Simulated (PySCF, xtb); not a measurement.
Ge(H)3(OAc) (C₂H₆GeO₂), SMILES CC(=O)[O][GeH3].

GFN2-xTB run with xtb at its own geometry gives an orbital gap of 5.20 eV and a dipole moment of 1.60 D.

Geometry optimised at B3LYP-D3(BJ)/def2-SVP.

Problem. What does M06-2X/def2-TZVP in PySCF give? (Estimate from the structure and the level; the computed values follow.)

Solution. gap 10.63 eV (levels -9.71 and 0.92 eV), dipole 1.63 D.
